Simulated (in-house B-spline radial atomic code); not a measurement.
Ionisation energies with and without relativity, with size and susceptibility from the Dirac run. Dirac energy differences include first-order Breit, QED and recoil terms. NIST's values go from ground level to ground level; the uncertainty of those that are theory runs from under 0.1 % in few-electron ions to several per cent in heavy many-electron ones. Computed with a B-spline radial code for spherical atoms: non-relativistic Hartree-Fock and Dirac-Hartree-Fock, averages of the configuration (point nuclei without relativity, finite nuclei with it).

```json
{"ion": "Ga", "configuration": "[Ar] 3d10 4s2 4p1", "configuration after": "[Ar] 3d10 4s2", "ionisation non-relativistic (eV)": "5.477", "ionisation Dirac Breit and QED (eV)": "5.444", "tabulated value (eV)": "5.999302", "radius at density 0.001 (bohr)": "4.502", "diamagnetic susceptibility (10⁻⁶ cm³/mol)": "-32.111"}
{"ion": "Ge", "configuration": "[Ar] 3d10 4s2 4p2", "configuration after": "[Ar] 3d10 4s2 4p1", "ionisation non-relativistic (eV)": "?", "ionisation Dirac Breit and QED (eV)": "?", "tabulated value (eV)": "?", "radius at density 0.001 (bohr)": "?", "diamagnetic susceptibility (10⁻⁶ cm³/mol)": "?"}
{"ion": "As", "configuration": "[Ar] 3d10 4s2 4p3", "configuration after": "[Ar] 3d10 4s2 4p2", "ionisation non-relativistic (eV)": "?", "ionisation Dirac Breit and QED (eV)": "?", "tabulated value (eV)": "?", "radius at density 0.001 (bohr)": "?", "diamagnetic susceptibility (10⁻⁶ cm³/mol)": "?"}
{"ion": "Se", "configuration": "[Ar] 3d10 4s2 4p4", "configuration after": "[Ar] 3d10 4s2 4p3", "ionisation non-relativistic (eV)": "9.940", "ionisation Dirac Breit and QED (eV)": "9.906", "tabulated value (eV)": "9.752368", "radius at density 0.001 (bohr)": "4.283", "diamagnetic susceptibility (10⁻⁶ cm³/mol)": "-32.466"}
{"ion": "Br", "configuration": "[Ar] 3d10 4s2 4p5", "configuration after": "[Ar] 3d10 4s2 4p4", "ionisation non-relativistic (eV)": "11.565", "ionisation Dirac Breit and QED (eV)": "11.531", "tabulated value (eV)": "11.81381", "radius at density 0.001 (bohr)": "4.149", "diamagnetic susceptibility (10⁻⁶ cm³/mol)": "-31.76"}
{"ion": "Kr", "configuration": "[Ar] 3d10 4s2 4p6", "configuration after": "[Ar] 3d10 4s2 4p5", "ionisation non-relativistic (eV)": "13.268", "ionisation Dirac Breit and QED (eV)": "13.235", "tabulated value (eV)": "13.99961", "radius at density 0.001 (bohr)": "4.017", "diamagnetic susceptibility (10⁻⁶ cm³/mol)": "-30.971"}
```

Question: Fill in the row of Ge.

Answer: ionisation non-relativistic (eV): 6.908; ionisation Dirac Breit and QED (eV): 6.875; tabulated value (eV): 7.899435; radius at density 0.001 (bohr): 4.504; diamagnetic susceptibility (10⁻⁶ cm³/mol): -33.075.

Question: Fill in the row of As.

Answer: ionisation non-relativistic (eV): 8.391; ionisation Dirac Breit and QED (eV): 8.356; tabulated value (eV): 9.78855; radius at density 0.001 (bohr): 4.409; diamagnetic susceptibility (10⁻⁶ cm³/mol): -32.982.
